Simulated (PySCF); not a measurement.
PySCF 2.14 output of an unrestricted wB97M-V calculation on a single atom or ion in aug-cc-pVTZ-PP with ECP60MDF (6s6p5d3f2g, 88 functions), with a scalar-relativistic core potential:

```
SCF conv_tol = 1e-09
number electrons alpha = 10  beta = 8
    N. Mardirossian and M. Head-Gordon.,  J. Chem. Phys. 144, 214110 (2016)
cycle= 1 E= -119.28107837712  delta_E= -0.0104  |g|= 0.0307  |ddm|= 0.122
cycle= 2 E= -119.281670198367  delta_E= -0.000592  |g|= 0.0154  |ddm|= 0.0374
cycle= 3 E= -119.281829572806  delta_E= -0.000159  |g|= 0.00755  |ddm|= 0.016
cycle= 4 E= -119.281928580907  delta_E= -9.9e-05  |g|= 0.00348  |ddm|= 0.0149
cycle= 5 E= -119.281999410668  delta_E= -7.08e-05  |g|= 0.00297  |ddm|= 0.014
cycle= 6 E= -119.282179899046  delta_E= -0.00018  |g|= 0.0016  |ddm|= 0.0521
cycle= 7 E= -119.282227446907  delta_E= -4.75e-05  |g|= 0.000512  |ddm|= 0.0418
cycle= 8 E= -119.282227508912  delta_E= -6.2e-08  |g|= 0.000444  |ddm|= 0.00127
cycle= 9 E= -119.282227630424  delta_E= -1.22e-07  |g|= 4.43e-05  |ddm|= 0.00162
cycle= 10 E= -119.282227632261  delta_E= -1.84e-09  |g|= 2.43e-06  |ddm|= 0.000183
cycle= 11 E= -119.282227632272  delta_E= -1.08e-11  |g|= 1.32e-06  |ddm|= 1.3e-05
converged SCF energy = -119.282227632272  <S^2> = 2.0021086  2S+1 = 3.0014054
```

The run itself started from symmetry-adapted Hartree-Fock orbitals and held the occupation by maximum overlap, on a logarithmic radial grid, so the iterations belong to that start.

Question: Which element, charge and spin multiplicity is this?

Answer: Pt (platinum, neutral), multiplicity 3; the state was [Xe] 4f14 5d9 6s1, high-spin 3D determinant.

Energies and moments cover only the electrons outside the core potential. Spin-orbit coupling, absent here, splits the open shell strongly.
